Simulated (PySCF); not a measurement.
Isomers of C5H6F2 and their computed core-level spectra.

Method: delta-SCF UKS SCAN, pcX-2 on the ionised atom, pcseg-1 elsewhere, spin-free X2C (PySCF). Geometries: GFN2-xTB; isolated species, one conformer each.

Line lists (1s up to Mg, 2p3/2 beyond; areas count atoms within a level, one atom standing for each set equivalent by bonding):
1. C 1s: 290.78 (area 1), 290.90 (area 1), 291.09 (area 1), 293.06 (area 1), 293.23 (area 1) eV; F 1s: 692.19 (area 1), 692.31 (area 1) eV
2. C 1s: 290.43 (area 1), 291.10 (area 1), 291.22 (area 1), 291.33 (area 1), 295.19 (area 1) eV; F 1s: 692.64 eV
3. C 1s: 290.27 (area 1), 290.37 (area 1), 291.67 (area 1), 291.97 (area 1), 295.62 (area 1) eV; F 1s: 693.10 eV
4. C 1s: 291.14 (area 1), 291.34 (area 1), 291.53 (area 1), 292.98 (area 1), 293.23 (area 1) eV; F 1s: 692.51 (area 1), 693.59 (area 1) eV

Structures:
A. `FCCC1=C(F)C1`
B. `CC#CCC(F)F`
C. `CC1=CC(F)(F)C1`
D. `F[C@@H]1C(=CC1)CF`

Task: Match each list to its structure.

Result: 
- 1 = D: another candidate has the same counts of sites, so positions decide. C 1s: 290.78 fully substituted alkene carbon, 290.90 alkene CH carbon, 291.09 allylic carbon, 293.06 sp3 C–F carbon, 293.23 sp3 C–F carbon; F 1s: 692.19 alkyl fluorine, 692.31 alkyl fluorine.
- 2 = C: another candidate has the same counts of sites, so positions decide. C 1s: 290.43 alkene CH carbon, 291.10 allylic carbon, 291.22 fully substituted alkene carbon, 291.33 allylic carbon, 295.19 CF2 carbon; F 1s: 692.64 fluorine of a CF2 group (×2).
- 3 = B: another candidate has the same counts of sites, so positions decide. C 1s: 290.27 alkyne carbon, 290.37 alkyne carbon, 291.67 propargylic carbon, 291.97 propargylic carbon, 295.62 CHF2 carbon; F 1s: 693.10 fluorine of a CF2 group (×2).
- 4 = A: another candidate has the same counts of sites, so positions decide. C 1s: 291.14 fully substituted alkene carbon, 291.34 allylic carbon, 291.53 allylic carbon, 292.98 vinylic C–F carbon, 293.23 sp3 C–F carbon; F 1s: 692.51 alkyl fluorine, 693.59 vinyl fluorine.

1 of these hole states is spin-contaminated (⟨S²⟩ 0.86, against 0.75; counted from 0.85) and less certain.
